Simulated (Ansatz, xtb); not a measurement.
# Two isomers of C6H7FN2

We compare a, `C[C@H](F)c1ncccn1`, a singlet, with b, `CCc1cnc(F)nc1`, a singlet. Both are isolated molecules in the gas phase, relaxed with PBE-D3(BJ)/def2-SVP; the shapes shown needn't be the lowest conformers.

a (Å):

```yaml
atoms:
  - { symbol: C, position_ang: [-0.2396, 2.5206, -2.6551] }
  - { symbol: C, position_ang: [-0.1074, 2.6647, -1.1463] }
  - { symbol: C, position_ang: [-0.1504, 1.3130, -0.4520] }
  - { symbol: C, position_ang: [-1.3076, -0.1877, 0.8226] }
  - { symbol: C, position_ang: [-0.2359, -1.0884, 0.7530] }
  - { symbol: C, position_ang: [0.8764, -0.6730, 0.0041] }
  - { symbol: F, position_ang: [1.1010, 3.2926, -0.8543] }
  - { symbol: N, position_ang: [-1.2714, 1.0167, 0.2309] }
  - { symbol: N, position_ang: [0.9230, 0.5176, -0.6079] }
  - { symbol: H, position_ang: [-1.2154, 2.0686, -2.9220] }
  - { symbol: H, position_ang: [0.5737, 1.8691, -3.0316] }
  - { symbol: H, position_ang: [-0.1631, 3.5140, -3.1386] }
  - { symbol: H, position_ang: [-0.9331, 3.2795, -0.7273] }
  - { symbol: H, position_ang: [-2.2286, -0.4400, 1.3790] }
  - { symbol: H, position_ang: [-0.2672, -2.0682, 1.2513] }
  - { symbol: H, position_ang: [1.7595, -1.3274, -0.1124] }
```

b (Å):

```json
{"atom": "C", "x (Å)": "-1.0468", "y (Å)": "1.4397", "z (Å)": "-2.7702"}
{"atom": "C", "x (Å)": "-0.4326", "y (Å)": "0.2828", "z (Å)": "-1.9667"}
{"atom": "C", "x (Å)": "-0.0417", "y (Å)": "0.6877", "z (Å)": "-0.5688"}
{"atom": "C", "x (Å)": "-0.9269", "y (Å)": "0.6027", "z (Å)": "0.5239"}
{"atom": "C", "x (Å)": "0.6216", "y (Å)": "1.4946", "z (Å)": "1.8971"}
{"atom": "C", "x (Å)": "1.2234", "y (Å)": "1.2240", "z (Å)": "-0.2578"}
{"atom": "F", "x (Å)": "0.9491", "y (Å)": "1.9029", "z (Å)": "3.1225"}
{"atom": "N", "x (Å)": "-0.6054", "y (Å)": "1.0021", "z (Å)": "1.7626"}
{"atom": "N", "x (Å)": "1.5670", "y (Å)": "1.6298", "z (Å)": "0.9729"}
{"atom": "H", "x (Å)": "-1.3238", "y (Å)": "1.1129", "z (Å)": "-3.7925"}
{"atom": "H", "x (Å)": "-0.3345", "y (Å)": "2.2847", "z (Å)": "-2.8624"}
{"atom": "H", "x (Å)": "-1.9601", "y (Å)": "1.8288", "z (Å)": "-2.2761"}
{"atom": "H", "x (Å)": "-1.1545", "y (Å)": "-0.5595", "z (Å)": "-1.9143"}
{"atom": "H", "x (Å)": "0.4618", "y (Å)": "-0.1065", "z (Å)": "-2.4977"}
{"atom": "H", "x (Å)": "-1.9416", "y (Å)": "0.1834", "z (Å)": "0.3889"}
{"atom": "H", "x (Å)": "1.9968", "y (Å)": "1.3214", "z (Å)": "-1.0427"}
```

Quicker runs give these differences E(b) − E(a): GFN2-xTB −0.363 eV; HF/STO-3G −0.430 eV (at GFN2-xTB geometries); r2SCAN-D4/def2-SVP −0.382 eV (at GFN2-xTB geometries).

Estimate E(b) − E(a) at the level CCSD(T)/def2-SVP + ΔMP2/def2-TZVPP.

Calculated at CCSD(T)/def2-SVP + ΔMP2/def2-TZVPP: E(b) − E(a) = −0.233 eV, so structure b lies lower.

The same difference at several levels:

| level | geometry | E(b) − E(a) (eV) | departure from the last row (eV) | job, with rough time for the two |
| --- | --- | --- | --- | --- |
| GFN2-xTB | GFN2-xTB | −0.363 | −0.130 | optimisation, 0.15 s |
| HF/STO-3G | GFN2-xTB | −0.430 | −0.197 | single point, 0.48 s |
| r2SCAN-D4/def2-SVP | GFN2-xTB | −0.382 | −0.149 | single point, 2.8 s |
| PBE-D3(BJ)/def2-SVP | PBE-D3(BJ)/def2-SVP | −0.412 | −0.179 | optimisation, 14 s |
| HF/def2-SVP | PBE-D3(BJ)/def2-SVP | −0.220 | +0.013 | part of the CCSD(T) run |
| MP2/def2-SVP | PBE-D3(BJ)/def2-SVP | −0.322 | −0.089 | part of the CCSD(T) run |
| CCSD(T)/def2-SVP | PBE-D3(BJ)/def2-SVP | −0.279 | −0.046 | single point |
| CCSD(T)/def2-SVP + ΔMP2/def2-TZVPP | PBE-D3(BJ)/def2-SVP | −0.233 |  | single point, 98 s |

As drawn, both hold the same kinds of bond in the same numbers.

None of the levels shown reverses the order. The largest departure from CCSD(T)/def2-SVP + ΔMP2/def2-TZVPP is that of HF/STO-3G, 0.197 eV. The last row adds to CCSD(T) the change of the MP2 difference between the two basis sets, here +0.046 eV.

With thermal terms from frequencies at re-optimised GFN2-xTB minima (ideal gas, soft modes damped towards free rotors, one conformer each, 298.15 K, 1 atm): the zero-point term adds +0.029 eV; ΔH is −0.207 and ΔG −0.203 eV.

The correlated steps freeze 9 core orbitals. Mirror images aren't counted in ΔG. Codes used: Ansatz 0.2.0, xtb 6.7.1; the last row on 4 threads of AMD EPYC 9R14 (Zen 4) on a shared host.
